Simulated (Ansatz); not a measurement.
System: KAu, net charge 0, singlet state. 
Structure (B3LYP-D3(BJ)/def2-TZVP (Ansatz, a quantum-chemistry and plane-wave program) minimum search):
```xyz
2

K      0.0000     0.0000    -2.3756
Au     0.0000     0.0000     0.5713
```
Charge 0, spin multiplicity 1.

Dipole moments at this geometry, in debye (magnitudes).

```json
[
 {"level": "SVWN5/def2-TZVPD", "program": "Ansatz", "dipole (D)": "9.48"},
 {"level": "r2SCAN/def2-TZVPD", "program": "Ansatz", "dipole (D)": "9.89"},
 {"level": "B3LYP/def2-TZVPD", "program": "Ansatz", "dipole (D)": "?"},
 {"level": "r2SCANh/def2-TZVPD", "program": "Ansatz", "dipole (D)": "9.88"},
 {"level": "HSE06/def2-TZVPD", "program": "Ansatz", "dipole (D)": "9.40"},
 {"level": "CCSD(T)/def2-SVPD", "program": "Ansatz", "dipole (D)": "?"}
]
```

**Question.** Some entries are withheld; supply them.

**Answer.** 
- B3LYP/def2-TZVPD, dipole (D): 9.38
- CCSD(T)/def2-SVPD, dipole (D): 10.43
